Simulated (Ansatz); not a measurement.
def2 core potentials replace the inner electrons of Sn.

Species: C2H3Cl3Sn, SMILES `C=[CH][Sn]([Cl])([Cl])[Cl]` (charge 0, multiplicity 1).

Q: Give a relaxed geometry from Ansatz (a program for electronic structure) with PBE0-D3(BJ)/def2-SVP.

A: the end point of this relaxation (outside a Z-matrix the atoms follow the SMILES, hydrogens last).
Cartesian coordinates (Å) in one orientation:
```xyz
9

C     -1.660    -0.032     0.465
C     -0.706     0.630    -0.190
Sn     1.263    -0.134    -0.232
Cl     2.030    -0.610    -2.383
Cl     2.837     1.299     0.721
Cl     1.296    -2.127     0.988
H     -1.463    -0.972     0.992
H     -2.688     0.347     0.500
H     -0.902     1.570    -0.717
```
